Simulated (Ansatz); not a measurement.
`N=C=C(O)[SiH3]`. Charge 0, multiplicity 1.

| atom | x (Å) | y (Å) | z (Å) |
| --- | --- | --- | --- |
| N1 | -1.5972 | 1.3768 | 1.3999 |
| C2 | -0.7941 | 0.9769 | 0.5741 |
| C3 | 0.1860 | 0.5054 | -0.1668 |
| O4 | 0.9480 | 1.3752 | -0.9381 |
| Si5 | 0.6184 | -1.2990 | -0.0451 |
| H6 | -2.5706 | 1.4052 | 1.0994 |
| H7 | 1.0117 | 1.0122 | -1.8264 |
| H8 | 0.6605 | -1.8734 | -1.4204 |
| H9 | -0.4226 | -1.9864 | 0.7578 |
| H10 | 1.9598 | -1.4929 | 0.5656 |

Problem. What are the harmonic wavenumbers in cm⁻¹ at PBE0-D4/def2-TZVP (Ansatz, finite differences of forces, unscaled)? (Estimate.)

Solution. The calculation gave: 128, 137, 234, 250, 257, 466, 524, 636, 663, 712, 781, 916, 921, 958, 1026, 1142, 1215, 1399, 2118, 2201, 2225, 2247, 3482, 3838.

Problem. Is this a minimum?

Solution. Yes, all 24 modes are real.

Problem. Give the ideal-gas thermochemistry at 298.15 K and 1 bar (rigid rotor, harmonic oscillator; point group C1, symmetry number 1).

Solution. Zero-point energy 170.3 kJ/mol; H(298) − E = 190.6 kJ/mol; entropy 336.0 J/(mol·K), of which translation 164.6, rotation 111.7, vibration 59.7; G(298) − E = 90.5 kJ/mol.

Problem. And at 400, 500, 600, 800 and 1000 K?

Solution. 
```csv
T (K),H − E (kJ/mol),S (J/mol/K),G − E (kJ/mol)
400,202.5,370.0,54.5
500,215.9,399.9,16.0
600,230.8,427.0,-25.4
800,263.7,474.2,-115.7
1000,299.7,514.3,-214.6
```
